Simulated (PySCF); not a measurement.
# Radial density of In (indium, neutral)

MN15, [Kr] 4d10 5s2 5p1, 2P determinant. All numbers are calculated (PySCF 2.14, scalar relativity by spin-free X2C-1e, in x2c-SVPall (6s5p3d, 36 functions)).

| r (bohr) | 4πr²ρ (e/bohr) | 4πr²(ρα − ρβ) |
| --- | --- | --- |
| 0.0236 | 62.58 | 0.0018 |
| 0.0397 | 53.78 | 0.0056 |
| 0.0667 | 69.99 | 0.0090 |
| 0.112 | 75.06 | 0.0002 |
| 0.189 | 54.95 | 0.0065 |
| 0.317 | 61.20 | 0.0114 |
| 0.534 | 20.21 | 0.0194 |
| 0.898 | 21.10 | 0.0155 |
| 1.51 | 6.921 | 0.0693 |
| 2.54 | 1.755 | 0.3238 |
| 4.27 | 0.3774 | 0.1974 |
| 7.19 | 0.01816 | 0.0154 |

Densities and radii are taken from the X2C orbitals without a picture-change correction, which distorts them close to the nucleus.
